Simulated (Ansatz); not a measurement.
The same hydrolysis along the group Mg, Zn, Cd.

Calculated with Ansatz (gas phase, PBE0-D4/def2-TZVP geometries, no zero-point term in ΔE). CBS: MP2 limit from def2 TZ/QZ plus the TZ coupled-cluster correction, frozen cores. This one scheme is used for every species. Functionals use def2-TZVPP. def2 core potentials past Kr. For Cd, Mg, Zn outer-core shells are correlated without core-valence functions, which leaves a few kJ/mol of doubt a bond. Scalar relativity is left out up to krypton. Each species was taken in one conformer, which may not be the lowest.

```
                                              reaction  CCSD(T)/CBS(def2) (kJ/mol)
`[NH2][Mg][O][SiH3]` + H₂O → `[NH2][Mg][OH]` + silanol                           ?
`[NH2][Zn][O][SiH3]` + H₂O → `[NH2][Zn][OH]` + silanol                          27
`[NH2][Cd][O][SiH3]` + H₂O → `[NH2][Cd][OH]` + silanol                          27
```

Problem. Fill in the missing values. (Estimate.)

Solution. Computed: `[NH2][Mg][O][SiH3]` + H₂O → `[NH2][Mg][OH]` + silanol: +43.4 kJ/mol.

Largest T1 diagnostic: 0.017, for `[NH2][Zn][OH]`.
